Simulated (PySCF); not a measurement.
Cartesian coordinates in Å; atom numbers follow the order of the lines, from 1:
```xyz
12

Cl    2.6490    0.8966   -0.7049
C     1.1846    0.1749   -0.1240
C     1.1759   -1.1177    0.2401
O     0.0843   -1.7843    0.6852
Si   -1.4217   -1.0742    0.4173
O    -1.1396    0.5566    0.4870
C     0.0223    1.1290   -0.0637
H     2.0842   -1.7247    0.1933
H    -1.9032   -1.4995   -0.9253
H    -2.3412   -1.4648    1.5074
H    -0.1790    1.5229   -1.0786
H     0.3081    1.9948    0.5586
```

Geometry: PBE0-D3(BJ)/def2-SVP; GIAO shifts from PySCF, gas phase, non-relativistic, averaged over equivalent atoms.

At PBE0/6-31G (81 basis functions, 9.4 s wall time on 1 thread of an Arm Neoverse V1, shared host):
| atoms | δ (ppm) |
| --- | --- |
| Cl1 | 103.0 |
| C3 | 138.6 |
| C2 | 117.0 |
| C7 | 62.7 |
| O4 | 80.7 |
| O6 | 5.9 |
| Si5 | 8.1 |
| H8 | 7.02 |
| H9/H10 | 5.65 |
| H11/H12 | 4.61 |

δ = σ(ref) − σ, references computed at the same level: 35Cl (931.27 ppm) against HCl; 13C (199.54 ppm) and 29Si (444.75 ppm) and 1H (32.61 ppm) vs TMS; 17O (318.49 ppm) vs H2O.

What do these become at PBE0/6-311+G(2d,p)?

Answers


```csv
atoms,"δ at PBE0/6-311+G(2d,p)",change
Cl1,157.4,+54.4
C3,146.4,+7.8
C2,122.3,+5.3
C7,67.0,+4.3
O4,110.2,+29.5
O6,40.7,+34.8
Si5,-30.3,-38.4
H8,6.84,-0.18
H9/H10,5.27,-0.38
H11/H12,4.52,-0.09
```

Chemical shifts δ = σref − σ; HCl for 35Cl (948.03 ppm); TMS for 13C (186.44 ppm) and 29Si (344.43 ppm) and 1H (31.51 ppm); 17O (326.57 ppm) against H2O, all at this level.

The largest change is at Cl1 (chlorine bonded to C). Cost: 235 basis functions, 39 s wall time on 1 thread of an Arm Neoverse V1, shared host. The order of the carbon signals is the same at both levels.

Carbons that carry Cl, above all several Cl atoms, come out too deshielded, partly because spin–orbit coupling is missing. Experimental scales use liquid or dissolved standards, which lie at an offset from isolated H2O (liquid H2O: subtract about 36 ppm).
